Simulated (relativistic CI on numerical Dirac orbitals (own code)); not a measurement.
Os4+: resonant inelastic scattering at the L2,3 edge

Computed with this model: Dirac-Coulomb-Breit CI, separate exchange-only KLI orbitals for each configuration, model QED, Kramers-Heisenberg scattering through one core-hole configuration in a parametric crystal field, unscaled Slater integrals; configurations [Xe] 4f14 5d4 → [He] 2s2 2p5 3s2 3p6 3d10 4s2 4p6 4d10 4f14 5s2 5p6 5d5; 80 K; core-hole width 5 eV; summed over polarisations. Incident energies are the highest absorption maxima for each field (at most a few, so the weaker spin-orbit partner edge can be absent), on the computed scale of the free ion. Intensities are in per cent of the strongest line above 0.02 eV; levels within 1 cm⁻¹ are merged; final levels count from the ground level, the first row holds all elastic scattering, lines under 0.4 are left out and each table stops after 24 rows. The scale of the Slater integrals is a model choice and moves the terms in proportion.

Field parameters in Wybourne normalisation: D4h B²₀ = −7Ds, B⁴₀ = 21(Dq − Dt), B⁴₄ = 21√(5/14) Dq. The field is a parameter set, without covalency.

S is read from ⟨S²⟩ = S(S + 1).

D4h, 10Dq = 40900, Ds = -1500, Dt = 820 cm⁻¹:

```tsv
Final level (eV)	Degeneracy	Irrep	S	10875.5 eV	12390.1 eV
0.000	1	A1	1.03	1493.7	61.3
0.285	2	E	1.05	4.5	1.9
1.101	1	A2	1.11	4.1	5.8
1.155	1	A1	1.08	21.3	4.7
1.255	1	B2	0.70	2.0	2.2
1.338	1	B1	0.86	6.5	5.4
1.354	2	E	1.03	18.3	6.5
2.066	1	B2	0.75	2.3	5.0
2.094	1	B1	0.64	6.6	4.9
2.683	1	A1	0.80	14.4	14.7
2.768	2	E	0.68	10.3	15.3
2.830	2	E	1.81	2.4	1.2
2.835	1	B2	1.90	2.3	0.6
2.860	1	A1	1.69	18.6	11.6
3.056	1	B1	1.91	1.0	3.3
3.064	2	E	1.87	44.9	4.4
3.076	1	A2	1.87	2.0	0.1
3.079	1	A1	1.87	7.5	4.6
4.367	1	A1	1.00	22.3	16.4
4.382	1	A2	1.11	3.7	1.4
4.398	2	E	1.03	100.0	30.6
4.680	1	B1	1.04	5.2	4.4
4.691	1	A1	0.43	2.9	3.0
4.722	1	B2	1.00	0.4	0.7
```

D4h, 10Dq = 40900, Ds = -860, Dt = 820 cm⁻¹:

```
Final level (eV)  Degeneracy  Irrep     S  10875.5 eV
           0.000           1     A1  1.04      1532.6
           0.320           2      E  1.05         5.1
           0.912           1     A2  1.12         3.3
           1.014           1     A1  1.08        23.0
           1.175           1     B2  0.79         2.4
           1.183           2      E  1.03        16.9
           1.229           1     B1  0.94         7.6
           2.025           1     B2  0.61         2.0
           2.080           1     B1  0.51         7.7
           2.599           2      E  0.57        14.7
           2.639           1     A1  0.56        14.5
           2.800           2      E  1.82        26.5
           2.825           1     A1  1.83         2.5
           2.834           1     A2  1.87         2.7
           2.872           1     B2  1.93         3.5
           2.889           2      E  1.92        11.7
           2.895           1     B1  1.89         1.4
           2.907           1     A1  1.87        22.4
           4.244           1     A1  0.78        23.5
           4.344           1     A2  1.09         4.6
           4.362           2      E  1.02       100.0
           4.515           1     A1  0.67         3.7
           4.693           1     B1  1.03         4.9
           4.739           1     B2  1.00         0.6
```

D4h, 10Dq = 40900, Ds = -210, Dt = 820 cm⁻¹:

| Final level (eV) | Degeneracy | Irrep | S | 10875.4 eV |
| --- | --- | --- | --- | --- |
| 0.000 | 1 | A1 | 1.04 | 1575.2 |
| 0.369 | 2 | E | 1.05 | 5.3 |
| 0.741 | 1 | A2 | 1.13 | 2.3 |
| 0.910 | 1 | A1 | 1.08 | 24.5 |
| 1.035 | 2 | E | 1.03 | 15.7 |
| 1.088 | 1 | B2 | 0.86 | 3.2 |
| 1.116 | 1 | B1 | 0.99 | 9.7 |
| 2.024 | 1 | B2 | 0.49 | 2.1 |
| 2.101 | 1 | B1 | 0.46 | 8.8 |
| 2.435 | 2 | E | 0.85 | 21.3 |
| 2.546 | 1 | B1 | 1.92 | 0.9 |
| 2.550 | 1 | A1 | 1.17 | 13.6 |
| 2.587 | 2 | E | 1.65 | 20.8 |
| 2.606 | 1 | A2 | 1.88 | 3.8 |
| 2.630 | 1 | A1 | 1.39 | 5.4 |
| 2.935 | 1 | B2 | 1.94 | 5.2 |
| 2.941 | 1 | B1 | 1.93 | 1.2 |
| 2.949 | 2 | E | 1.94 | 6.9 |
| 2.962 | 1 | A1 | 1.91 | 18.8 |
| 4.070 | 1 | A1 | 0.58 | 23.1 |
| 4.321 | 1 | A2 | 1.08 | 5.1 |
| 4.324 | 2 | E | 1.01 | 100.0 |
| 4.437 | 1 | A1 | 0.84 | 6.5 |
| 4.696 | 1 | B1 | 1.03 | 4.6 |

For the first field the strongest loss at the lowest incident energy is the level at 4.40 eV (S = 1.03, against 1.03 in the thermal ground state). Levels of other spin, the first over 8 % at 2.86 eV, appear because spin-orbit coupling of the core hole, and in heavier ions of the valence shell too, mixes spins.
